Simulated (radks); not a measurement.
Spin polarisation of the 6p2 shell in neutral lead. Start: [Hg] 6p(up 1, down 1); electrons of 6p are moved from spin down to spin up, other shells keep equal spins. Calculated with a radial shooting solver on a logarithmic mesh with Libxc functionals: scalar-relativistic Kohn-Sham, PBE, spin-polarised, spherical densities, finite nucleus; Fermi nuclear charge, rms radius of each element as measured or else 0.836 A^(1/3) + 0.57 fm.

moment (Bohr magnetons)  E - E(0) (eV)  e(6p up) (eV)  e(6p down) (eV)  6s down minus up (eV)
0                                0.000         -3.499           -3.499                  0.000
0.5                             -0.037         -3.639           -3.340                  0.254
1                               -0.149         -3.758           -3.162                  0.508
1.5                             -0.335         -3.858           -2.964                  0.762
2                               -0.598         -3.939           -2.709                  1.017

At moment 2 the spin-polarisation energy is -0.598 eV and the 6p exchange splitting 1.230 eV, that is 0.615 eV per Bohr magneton; E = -I m^2/4 would give I = 0.598 eV.
